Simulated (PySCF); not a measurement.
Continuum solvent and chemical shifts

Molfile (atoms numbered from 1):
```
C6H11Cl
     RDKit          3D

 18 18  0  0  0  0  0  0  0  0999 V2000
    3.2489   -0.4363    2.0081 Cl  0  0  0  0  0  0  0  0  0  0  0  0
    2.7793   -0.1123    0.2852 C   0  0  0  0  0  0  0  0  0  0  0  0
    1.9801   -1.2886   -0.2565 C   0  0  0  0  0  0  0  0  0  0  0  0
    0.6005   -1.3956    0.3832 C   0  0  0  0  0  0  0  0  0  0  0  0
   -0.1719   -0.0851    0.2629 C   0  0  0  0  0  0  0  0  0  0  0  0
    0.6200    1.0834    0.8427 C   0  0  0  0  0  0  0  0  0  0  0  0
    1.9999    1.1921    0.2039 C   0  0  0  0  0  0  0  0  0  0  0  0
    3.7385   -0.0219   -0.2431 H   0  0  0  0  0  0  0  0  0  0  0  0
    2.5534   -2.2188   -0.1249 H   0  0  0  0  0  0  0  0  0  0  0  0
    1.8735   -1.1302   -1.3454 H   0  0  0  0  0  0  0  0  0  0  0  0
    0.7241   -1.6541    1.4482 H   0  0  0  0  0  0  0  0  0  0  0  0
    0.0377   -2.2221   -0.0789 H   0  0  0  0  0  0  0  0  0  0  0  0
   -1.1494   -0.1703    0.7640 H   0  0  0  0  0  0  0  0  0  0  0  0
   -0.3869    0.1142   -0.8033 H   0  0  0  0  0  0  0  0  0  0  0  0
    0.7439    0.9414    1.9294 H   0  0  0  0  0  0  0  0  0  0  0  0
    0.0713    2.0291    0.7086 H   0  0  0  0  0  0  0  0  0  0  0  0
    2.5871    2.0042    0.6591 H   0  0  0  0  0  0  0  0  0  0  0  0
    1.8944    1.4368   -0.8690 H   0  0  0  0  0  0  0  0  0  0  0  0
  1  2  1  0
  2  3  1  0
  3  4  1  0
  4  5  1  0
  5  6  1  0
  6  7  1  0
  7  2  1  0
  2  8  1  0
  3  9  1  0
  3 10  1  0
  4 11  1  0
  4 12  1  0
  5 13  1  0
  5 14  1  0
  6 15  1  0
  6 16  1  0
  7 17  1  0
  7 18  1  0
M  END
```

GIAO PBE0/pcSseg-1 in PySCF on one PBE0-D3(BJ)/def2-SVP conformer, non-relativistic, equivalent nuclei averaged. Solvents enter as an IEF-PCM continuum (chloroform with ε = 4.7, methanol with ε = 32.6) around the gas-phase geometry. Shifts are referred to TMS computed in the same medium.

Gas phase, δ in ppm: C2 64.5, C3/C7 36.4, C5 28.0, C4/C6 21.7, H8 4.13, H11/H15 1.92, H9/H17 1.81, H13 1.59, H10/H18 1.46, H12/H16 1.27, H14 1.06. Dipole moment 2.19 D.

Q: How does each δ change in the continuum?

A: 
```tsv
atoms	environment	Δδ, chloroform	Δδ, methanol
C2	sp3 CH bonded to Cl	+2.6	+3.7
C3/C7	sp3 CH2 in a ring	+0.5	+0.7
C5	sp3 CH2 in a ring	+0.3	+0.4
C4/C6	sp3 CH2 in a ring	+0.7	+1.0
H8	hydrogen on an sp3 CH bonded to Cl	+0.21	+0.30
H11/H15	hydrogen on an sp3 CH2 in a ring	-0.14	-0.22
H9/H17	hydrogen on an sp3 CH2 in a ring	-0.01	-0.03
H13	hydrogen on an sp3 CH2 in a ring	-0.01	-0.02
H10/H18	hydrogen on an sp3 CH2 in a ring	+0.16	+0.25
H12/H16	hydrogen on an sp3 CH2 in a ring	+0.07	+0.10
H14	hydrogen on an sp3 CH2 in a ring	+0.07	+0.12
```

Changes are relative to the gas phase. The dipole moment becomes 2.76 D in chloroform, 3.03 D in methanol.

Q: Which nuclei move most (in ppm), and what does the model miss?

A: C2 (sp3 CH bonded to Cl, +3.7 ppm) in methanol. A continuum only polarises the solute; specific hydrogen bonds, the anisotropy of aromatic solvents and changes of geometry or conformer are outside it.
